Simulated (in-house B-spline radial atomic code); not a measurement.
**Ionising Au with different functionals**

Computed with a radial B-spline atomic code at the basis-set limit: four-component Dirac-Coulomb Hamiltonian, Fermi nucleus of rms radius 5.4371 fm, spin-restricted, spherical fractional occupations for the functionals. The ionisation energy is the difference of two self-consistent energies, [Xe] 4f14 5d10 6s1 → [Xe] 4f14 5d10, without Breit or QED terms; ε is the level of the shell that loses the electron (mean over j).

Hybrids are left out here: with spherical fractional occupations of an open shell their exact exchange keeps a self-interaction that integer-occupation calculations don't have.

| method | rung | ΔSCF (eV) | -ε(6s) (eV) |
| --- | --- | --- | --- |
| LDA VWN5 | LDA | 9.78 | 6.09 |
| relativistic LDA | LDA | 9.72 | 6.05 |
| LDA PW92 | LDA | 9.78 | 6.09 |
| LDA exchange-only | LDA | 8.70 | 5.06 |
| PBE | GGA | 9.42 | 5.77 |
| PBEsol | GGA | 9.45 | 5.81 |
| BLYP | GGA | 9.48 | 5.79 |
| RPBE | GGA | 9.29 | 5.66 |
| PW91 | GGA | 9.50 | 5.85 |
| BP86 | GGA | 9.59 | 5.96 |
| AM05 | GGA | 9.40 | 5.76 |
| OLYP | GGA | 9.08 | 5.43 |

**Question.** How do they compare with the NIST value?

**Answer.** NIST lists 9.226 eV (measured, ground level to ground level). Errors run from -0.53 to +0.55 eV; RPBE is closest (+0.06 eV), but part of that can be cancellation, since the calculations leave out Breit-QED terms, spin polarisation.
